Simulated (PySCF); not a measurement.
SMILES C=Cc1cccc(Br)c1, GFN2-xTB optimised geometry.

```
16

C      1.38     2.49     0.00
C      1.85     1.25     0.00
C      1.07     0.02     0.00
C      1.73    -1.21     0.00
C      1.03    -2.40     0.00
C     -0.35    -2.40     0.00
C     -1.01    -1.18     0.00
Br    -2.92    -1.16     0.00
C     -0.33     0.02     0.00
H      2.04     3.34     0.00
H      0.33     2.72     0.00
H      2.92     1.10     0.00
H      2.81    -1.22     0.00
H      1.56    -3.34     0.00
H     -0.91    -3.32     0.00
H     -0.88     0.94     0.00
```

Density from B3LYP/def2-TZVP run with PySCF 2.14.0 at that geometry.

Minimum of the electron density along straight lines between bonded atoms, close to the bond critical point (lines longer than 1.1 times the sum of covalent radii, or with two minima, are not listed):

```tsv
bond	length / Å	ρ at the minimum / e bohr⁻³	∇²ρ there / e bohr⁻⁵	position (fraction from the first atom)
C1–C2	1.327	[?]	-1.12	0.50
C2–C3	1.458	0.284	-0.81	0.50
C3–C4	1.396	0.319	-0.94	0.50
C4–C5	1.382	0.326	-0.99	0.50
C5–C6	1.384	0.323	-0.97	0.50
C6–C7	1.385	0.324	-0.97	0.48
C7–Br8	1.910	[?]	[?]	0.45
C3–C9	1.395	0.317	-0.94	0.50
C7–C9	1.380	0.327	-0.98	0.52
C1–H10	1.076	0.290	-1.04	0.64
C1–H11	1.076	0.290	-1.04	0.64
C2–H12	1.083	0.288	-1.03	0.64
C4–H13	1.080	0.289	-1.03	0.64
C5–H14	1.080	0.290	-1.04	0.65
C6–H15	1.079	0.291	-1.05	0.65
C9–H16	1.078	0.291	-1.05	0.65
```

Some entries are withheld; supply them.


- C1–C2, ρ at the minimum / e bohr⁻³: 0.358
- C7–Br8, ρ at the minimum / e bohr⁻³: 0.162
- C7–Br8, ∇²ρ there / e bohr⁻⁵: -0.19
